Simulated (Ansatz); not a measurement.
Species: LuF₃, net charge 0, singlet state. 
Coordinates optimised at B3LYP-D3(BJ)/def2-TZVP (Ansatz, an electronic-structure program):
SMILES: [F][Lu]([F])[F]
```xyz
4

Lu     0.0000     0.0000     0.0000
F     -1.6772    -1.0310     0.0960
F     -0.0003     1.8126    -0.7744
F      1.6775    -0.7816     0.6784
```
Charge 0, spin multiplicity 1.

CCSD(T) with Ansatz in growing basis sets, 24 correlated electrons. Valence correlation only, unless marked. Open shells are spin-unrestricted. Spin-orbit coupling is left out. The frozen core is the preceding noble-gas configuration, with the filled d and f shells of earlier blocks. In def2 rows, elements after Kr have scalar-relativistic effective core potentials. Costs are ratios of core time to the smallest set, on shared machines of one kind, and rough; they hold the program's checks for lower states.

```json
[
 {"basis": "def2-SVP", "functions": "123", "cost over smallest": "1×", "E(corr) (Eh)": "-0.6377", "electronic atomisation energy (kcal/mol)": "446.0"},
 {"basis": "def2-TZVPP", "functions": "198", "cost over smallest": "4×", "E(corr) (Eh)": "-0.8459", "electronic atomisation energy (kcal/mol)": "450.8"}
]
```

Formally CCSD grows as o²v⁴ and (T) as o³v⁴; with o = 12 and v going from 88 to 163 both grow 12-fold in the last step, while integrals and the mean field grow more slowly. That step adds 208.2 mEh of correlation energy and 4.8 kcal/mol to the atomisation energy.
